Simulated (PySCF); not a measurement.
C3H12BNO4Si, SMILES N([Si](OC)(C)OC)B(O)O, GFN2-xTB optimised geometry. Atoms within 1.6 Å of the plane z = 0.6 Å (x, y, z in Å): Si1 (0.36, -0.63, 0.02), C2 (1.45, -0.85, 1.57), O5 (-0.98, -1.55, -0.01), C6 (-1.00, -2.95, -0.10), N7 (-0.37, 0.94, 0.00), B8 (0.32, 2.18, 0.00), O9 (1.68, 2.18, 0.00), O10 (-0.31, 3.40, 0.00), H11 (2.17, -0.04, 1.64), H13 (2.00, -1.78, 1.55), H17 (-0.62, -3.40, 0.83), H18 (-2.03, -3.26, -0.25), H19 (-0.39, -3.29, -0.93), H20 (-1.37, 0.95, 0.00), H21 (2.03, 3.07, 0.02), H22 (-1.27, 3.36, 0.00).

Level of theory: B3LYP/def2-SVP (PySCF).

Map of the Laplacian of the electron density (e/bohr⁵), clipped to [-1.50, 1.50] on the plane z = 0.6 Å:

```
|4444444444444444444444444444444|
|4444444444444444444444444444444|
|4444444444444444444444444444444|
|4444444444444444444444444444444|
|4444444444445555544444444444444|
|4444444444445655544444444444444|
|4444444444455655544454444444444|
|4444444444445665555555444444444|
|4444444444444555555665544444444|
|4444444444444444555556544444444|
|4444444444444554455655544444444|
|4444444444445555555555444444444|
|4444444444455545554444444444444|
|4444444444455545544444444444444|
|4444444444445555544444444444444|
|4444444444444554444444444444444|
|4444444444444446954454444444444|
|4444444444455557964454444444444|
|4444444444456555544454444444444|
|4444444444555554444554444444444|
|4444444444566655444444444444444|
|4444444444556654444444444444444|
|4444444444555554444444444444444|
|4444444444554345444444444444444|
|4444444444554035444444444444444|
|4444444444455344444444444444444|
|4444444444444544444444444444444|
|4444444444444444444444444444444|
|4444444444444444444444444444444|
|4444444444444444444444444444444|
|4444444444444444444444444444444|
```
Scale: ten equal steps from -1.33 (start of '0') to 1.50 (end of '9'), in the order '0123456789'; x runs from -5.50 to 5.50, y from -5.50 (bottom) to 5.50 (top).
